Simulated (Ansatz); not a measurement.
`CC1=N[CH]1[SnH3]` + H–F → `[F][SnH3]` + `CC1=NC1` at 298.15 K and 1 bar (ligand exchange at the Sn–C bond).

Computed with Ansatz on PBE0-D4/def2-TZVP structures; ΔE is electronic, products minus reactants. CBS: MP2 limit from def2 TZ/QZ plus the TZ coupled-cluster correction, frozen cores. This one scheme is used for every species. Elements past krypton have def2 core potentials. For Sn outer-core shells are correlated without core-valence functions, which leaves a few kJ/mol of doubt a bond.

```
           species  CCSD(T)/CBS energy (Eh)  H − E (kJ/mol)  S (J/(mol·K))
`CC1=N[CH]1[SnH3]`               -386.99390           241.0          369.4
               H–F               -100.39570            33.5          173.6
       `[F][SnH3]`               -315.62493            70.2          264.5
         `CC1=NC1`               -171.79280           207.9          281.4
```

H − E and S are ideal-gas, rigid-rotor, harmonic terms from PBE0-D4/def2-TZVP, for one conformer and one mirror image of each species. 1 Eh = 2625.50 kJ/mol, R = 8.31446 J/(mol·K).

Task: By hand: ΔE, ΔH, ΔS and ΔG.

Result: ΔE = (-315.62493) + (-171.79280) − (-386.99390) − (-100.39570) = -0.02813 Eh = -73.9 kJ/mol. Δ(H − E) = 70.2 + 207.9 − 241.0 − 33.5 = 3.6, so ΔH = -70.3 kJ/mol. ΔS = 264.5 + 281.4 − 369.4 − 173.6 = 2.9 J/(mol·K). ΔG = -70.3 − 298.15 × (2.9)/1000 = -71.2 kJ/mol.

Task: By hand: the equilibrium constant, and the temperature at which ΔG would vanish if ΔH and ΔS stayed fixed.

Result: log₁₀ K = −ΔG/(RT ln 10) = 12.5. ΔH and −TΔS have one sign here, so there is no such temperature. One of them is within its doubt of zero, so this could turn.

The number of gas molecules stays the same, so ΔS is small and ΔH decides. A doubt of 5 kJ/mol in ΔE shifts log₁₀ K by 0.9 here. Other conformers and mirror images would add mixing entropy, several J/(mol·K) or more a flexible species. Modes under 60 cm⁻¹, often nearly free rotors, make the harmonic entropy too high. These are equilibria of isolated gas molecules and say nothing of rates. Largest T1 diagnostic: 0.014 (customary marks: 0.02 for closed shells, 0.045 for open ones).
